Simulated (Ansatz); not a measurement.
`OC[Si](O)(O)O` + H₂ → `C[Si](O)(O)O` + H₂O  (hydrogenolysis of a C–O bond)

Calculated with Ansatz (gas phase, PBE0-D4/def2-TZVP geometries, no zero-point term in ΔE). CCSD(T)/CBS is the MP2 limit (def2-TZVPP, def2-QZVPP) plus CCSD(T) − MP2 in def2-TZVPP, frozen cores. This one scheme is used for every species. Functionals use def2-TZVPP. B3LYP here is the variant with VWN-RPA as its local correlation; programs differ in this. Each species was taken in one conformer, which may not be the lowest.

```
             level  ΔE (kJ/mol)  difference from CCSD(T)/CBS
            PBE-D4       -127.4                         14.3
         r2SCAN-D4       -132.9                          8.8
           PBE0-D4       -135.4                          6.3
          B3LYP-D4       -130.7                         11.0
           ωB97X-V       -131.1                         10.6
           ωB97M-V       -134.2                          7.5
            B2PLYP       -138.0                          3.7
               PBE       -130.9                         10.8
              PBE0       -138.4                          3.3
    MP2/def2-TZVPP       -142.1                         -0.4
   CCSD/def2-TZVPP       -141.7                          0.0
     HF/def2-QZVPP       -148.5                         -6.8
    MP2/def2-QZVPP       -144.4                         -2.7
SCS-MP2/def2-QZVPP       -141.5                          0.2
      HF/CBS(def2)       -148.6                         -6.9
    CCSD/CBS(def2)       -145.2                         -3.5
       CCSD(T)/CBS       -141.7                            0
```

Largest T1 diagnostic among the species: 0.011.

The D4 term adds +5.6 kJ/mol with B3LYP and +3.1 kJ/mol with PBE0; it sums over pairs of atoms, weighted by their polarisabilities, and B3LYP, whose exchange is more repulsive, gets the larger term. From PBE to PBE0 (25 % exact exchange), in def2-TZVPP and without D4, ΔE moves by −7.5 kJ/mol. In def2-TZVPP, CCSD(T) changes the Hartree–Fock value by +9.5 kJ/mol (the triples alone add +3.5 kJ/mol) and MP2 by +5.6 kJ/mol.
